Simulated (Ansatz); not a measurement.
A nudged elastic band was laid between two geometries of F2H2O2Si + H2S (10 atoms, charge 0, multiplicity 1).

The calculation used RKS revPBE/def2-SVP in Ansatz 0.2.0.

| Quantity | Value |
| --- | --- |
| movable images | 5 |
| climbing image | yes |
| spring | 50.0 eV/Å² |
| optimiser | quadratic models (default) |
| start path | through a guess of the saddle point |
| force threshold | 0.03 eV/Å |
| iteration limit | 60 |
| end points | relaxed |

Initial state:

```xyz
10
Properties=species:S:1:pos:R:3
Si -0.205 -0.463 -0.012
O -0.421 -0.158 1.599
H -1.286 0.219 1.836
O 1.394 -0.220 -0.351
H 1.743 -0.744 -1.092
F -1.187 0.495 -0.890
F -0.619 -1.987 -0.412
S 2.131 2.610 2.119
H 2.525 1.917 1.016
H 1.336 1.573 2.504
```

Final state:

```xyz
10
Properties=species:S:1:pos:R:3
Si 0.182 0.519 -0.601
O 0.831 -0.618 2.558
H -0.077 -0.874 2.811
O 1.057 -0.798 -0.162
H 1.073 -0.915 0.831
F 0.446 0.776 -2.184
F -1.427 0.321 -0.408
S 0.599 2.287 0.574
H 1.944 2.183 0.375
H 0.784 0.362 2.523
```

Question: What changes between the two ends?

Answer: Bonds broken: Si1–O2, S8–H10. Bonds formed: Si1–S8, O2–H10. F2H2O2Si + H2S becomes F2H2OSSi + H2O.

Question: Give the energies along the band, and the barrier.

Answer: The run converged. The highest image is number 3 of 0 to 6, 24.8 kcal/mol above the first end and 22.6 kcal/mol above the last; the last end lies 2.2 kcal/mol above the first. Another band between the same ends (5 images) ends at a top of the same energy, where a vibrational analysis finds 1 clearly imaginary mode. The orbitals stay closed-shell, which can raise the energy where a bond breaks towards radicals; this wasn't checked here.

| image | path coordinate (Å) | energy (kcal/mol) | Si1–O2 (Å) | S8–H10 (Å) | Si1–S8 (Å) |
| --- | --- | --- | --- | --- | --- |
| 0 | 0.00 | 0.0 | 1.65 | 1.36 | 4.41 |
| 1 | 1.05 | 0.4 | 1.66 | 1.36 | 4.05 |
| 2 | 2.11 | 5.6 | 1.68 | 1.37 | 3.29 |
| 3 | 3.16 | 24.8 | 1.84 | 1.72 | 2.42 |
| 4 | 5.00 | 13.1 | 3.22 | 2.46 | 2.14 |
| 5 | 6.84 | 7.6 | 3.16 | 2.63 | 2.16 |
| 6 | 8.68 | 2.2 | 3.42 | 2.75 | 2.16 |

Question: What is the geometry of the highest image?

Answer: 
```xyz
10
Properties=species:S:1:pos:R:3
Si 0.282 0.146 0.094
O -0.058 0.077 1.899
H -0.899 -0.320 2.214
O 1.778 -0.270 -0.532
H 1.729 -1.182 -0.883
F -0.831 1.029 -0.728
F -0.471 -1.335 -0.086
S 1.184 2.217 0.972
H 2.391 1.697 1.336
H 0.304 1.184 2.031
```

Time of the run: 110 s on 4 threads of AMD EPYC 7R13 Processor (Zen 3), on a shared host, peak memory 0.18 GiB.
